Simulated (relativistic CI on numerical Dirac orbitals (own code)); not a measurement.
## Pd2+: L-alpha,beta X-ray emission

Computed with this model: Dirac-Coulomb-Breit CI, orbitals from a KLI potential per configuration, model QED (radiative potential, 1s self-energy scaled to tabulated hydrogen-like ionisation energies), multiplet model of X-ray emission after core ionisation, unscaled Slater integrals; configurations [Kr] 4d8 → [He] 2s2 2p5 3s2 3p6 3d10 4s2 4p6 4d8 → [Ar] 3d9 4s2 4p6 4d8; 300 K; Lorentzian 1.4 eV and Gaussian 0.6 eV FWHM. Energies are those of the free ion, without screening or charge transfer. S is read from ⟨S²⟩ = S(S + 1).

Field parameters in Wybourne normalisation: D3d B²₀ = −7Dσ, B⁴₀ = −14Dq − 21Dτ, B⁴₃ = −14√(10/7) Dq. The field is a parameter set, without covalency.

free ion: ground-state S = 1.00, centroid 2891.20 eV. Peaks (eV, height): 2840.0 (100), 2990.2 (45), 2994.4 (14).

D3d, 10Dq = 26000, Dσ = -1200, Dτ = 40 cm⁻¹: ground-state S = 1.00, centroid 2891.17 eV. Peaks (eV, height): 2840.0 (100), 2990.8 (31), 2992.6 (26).

Strongest unbroadened transitions for free ion:

```tsv
Energy (eV)	Relative strength
2836.67	7.4
2839.57	8.4
2839.70	7.2
2839.82	100.0
2839.96	24.0
2840.15	18.0
2840.22	27.6
2840.59	29.1
2840.73	7.1
2840.85	10.1
2988.66	9.1
2990.10	10.3
2990.11	44.7
2990.14	24.3
2990.66	16.0
2990.80	8.3
2991.65	15.0
2994.53	19.2
```
